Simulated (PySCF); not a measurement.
The dipole of `C(=C(F)[C@H]([SiH2]F)F)=S` from its density and from atomic charges.

Coordinates (GFN2-xTB, Å) and charges (e) from the PBE0/pcSseg-1 density (PySCF):

```tsv
atom	x	y	z	Mulliken	IAO	Hirshfeld	ESP-fitted
F1	-1.060	-2.056	0.719	-0.4231	-0.5374	-0.2025	-0.3200
Si2	-1.615	-0.603	0.312	+0.9623	+1.1042	+0.4373	+0.6971
C3	-0.028	0.499	0.375	-0.1137	-0.1245	-0.0325	-0.4300
F4	-0.408	1.837	0.278	-0.3298	-0.3246	-0.1286	-0.1340
C5	0.941	0.167	-0.717	+0.2144	+0.1667	+0.0348	+0.2901
F6	0.390	-0.295	-1.875	-0.2762	-0.2632	-0.0739	-0.1203
C7	2.230	0.338	-0.580	-0.0731	-0.1138	+0.0090	-0.1602
S8	3.729	0.562	-0.236	+0.0932	+0.1769	+0.0296	+0.0745
H9	-2.162	-0.696	-1.024	-0.0952	-0.1205	-0.0611	-0.0761
H10	-2.496	-0.172	1.381	-0.1096	-0.1319	-0.0634	-0.0858
H11	0.485	0.421	1.341	+0.1509	+0.1680	+0.0513	+0.2648
```

Form Σ q r in debye for every column and set it beside the full dipole.

The full density gives (-0.26, 0.11, 0.94) D, 0.98 D in size; dipole vectors point from the negative to the positive end.

| scheme | μx | μy | μz | size (D) | share of the full size (%) | angle to the full dipole (°) |
| --- | --- | --- | --- | --- | --- | --- |
| Mulliken | -0.65 | -0.38 | 1.90 | 2.04 | 209 | 18 |
| IAO | 0.26 | 0.60 | 1.86 | 1.97 | 201 | 25 |
| Hirshfeld | 0.06 | 0.11 | 0.42 | 0.44 | 45 | 24 |
| ESP-fitted | -0.32 | 0.14 | 0.94 | 1.00 | 103 | 3 |

Which set comes closest?

Length of the difference vector: ESP-fitted 0.06 D, Hirshfeld 0.60 D, Mulliken 1.15 D, IAO 1.16 D. Closest: ESP-fitted. The schemes that divide the density aren't constrained to reproduce the dipole.

What is left for the Hirshfeld atoms' own dipoles?

The Hirshfeld atoms' densities add up to the full density, so μ = Σ q r + Σ (atomic dipoles). The atomic dipoles sum to (-0.26, 0.11, 0.94) − (0.06, 0.11, 0.42) = (-0.32, 0.00, 0.52) D, 0.60 D in size.

With the origin at the mean of the coordinates, (0.000, 0.000, -0.002) Å, which are the largest single terms, by size, of the ESP-fitted dipole along the direction of the full one?

Si2 +2.20, H11 +1.54, C5 -1.27, F1 -1.13, F6 +1.12 D; all 11 atoms together +1.00 D. The single terms depend on the origin, their sum doesn't.

Give the size of the full dipole in other units.

0.98 D = 0.384 au = 0.203 e·Å = 3.26 × 10⁻³⁰ C·m.

Isolated species at its GFN2-xTB geometry (one conformer only).

Shape of the structure used: `[F:1][SiH2:2][C@H:3]([F:4])[C:5]([F:6])=[C:7]=[S:8]`: F1–Si2–C3–F4 -169°, Si2–C3–C5–F6 31°.
